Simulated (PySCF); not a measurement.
## Two-component Hartree-Fock for Sc⁻ (scandium, charge -1)

Start: [Ar] 3d2 4s2; 3d3/2 filled at m_j = +1/2, +3/2. Calculated with PySCF 2.14 in x2c-TZVPall-2c with one added diffuse shell each of s, p, d type (7s8p5d1f, 63 functions): generalised Hartree-Fock with the X2C-1e Hamiltonian and a Gaussian nucleus; one run each with spin-orbit coupling (SO) switched off, then screened by Boettger's factors.

```json
{"spinor shell": "1s1/2", "electrons": "2", "ε, spin-free (eV)": "-4547.0", "ε, screened SO (eV)": "-4547.0", "weight of nominal j (screened SO)": "1.000", "rms radius, screened SO (bohr)": "0.0844"}
{"spinor shell": "2s1/2", "electrons": "2", "ε, spin-free (eV)": "-532.63", "ε, screened SO (eV)": "-532.62", "weight of nominal j (screened SO)": "1.000", "rms radius, screened SO (bohr)": "0.370"}
{"spinor shell": "2p1/2", "electrons": "2", "ε, spin-free (eV)": "-435.15", "ε, screened SO (eV)": "-438.37", "weight of nominal j (screened SO)": "1.000", "rms radius, screened SO (bohr)": "0.338"}
{"spinor shell": "2p3/2", "electrons": "4", "ε, spin-free (eV)": "-435.15", "ε, screened SO (eV)": "-433.56", "weight of nominal j (screened SO)": "1.000", "rms radius, screened SO (bohr)": "0.341"}
{"spinor shell": "3s1/2", "electrons": "2", "ε, spin-free (eV)": "-77.967", "ε, screened SO (eV)": "-77.967", "weight of nominal j (screened SO)": "1.000", "rms radius, screened SO (bohr)": "1.13"}
{"spinor shell": "3p1/2", "electrons": "2", "ε, spin-free (eV)": "-49.716", "ε, screened SO (eV)": "-50.115", "weight of nominal j (screened SO)": "0.996", "rms radius, screened SO (bohr)": "1.23"}
{"spinor shell": "3p3/2", "electrons": "4", "ε, spin-free (eV)": "-49.716", "ε, screened SO (eV)": "-49.518", "weight of nominal j (screened SO)": "0.998", "rms radius, screened SO (bohr)": "1.24"}
{"spinor shell": "4s1/2", "electrons": "2", "ε, spin-free (eV)": "-7.821", "ε, screened SO (eV)": "-7.821", "weight of nominal j (screened SO)": "0.999", "rms radius, screened SO (bohr)": "3.52"}
{"spinor shell": "3d3/2", "electrons": "2", "ε, spin-free (eV)": "0.618", "ε, screened SO (eV)": "0.618", "weight of nominal j (screened SO)": "0.700", "rms radius, screened SO (bohr)": "11.3"}
```

```tsv
quantity	spin-free	screened SO
E (hartree)	-763.03111	-763.03578
M_J	2	2
⟨J²⟩	8.011	8.014
⟨L²⟩	12.011	12.011
⟨S²⟩	2.000	2.000
```

The configuration of this anion was assumed by filling the next shell in order. It is not the known or likely ground configuration (Ca⁻, Sr⁻ and Ba⁻, for instance, bind a p electron), so these values are not the electron affinity of the element. At GHF the highest occupied level has a positive energy, so only the finite basis holds that electron. The determinant has a definite M_J but mixes levels of different J.

Rows whose weight is well below 1 are mixtures of j = l ± 1/2: exchange outweighs spin-orbit coupling there, and the label is only the starting occupation.

Without spin-orbit coupling the j labels of p, d and f shells carry no meaning; the spin-free column gives the mean over the occupied spinors of each nl shell, and its ⟨J²⟩ belongs to a mixture of degenerate components.
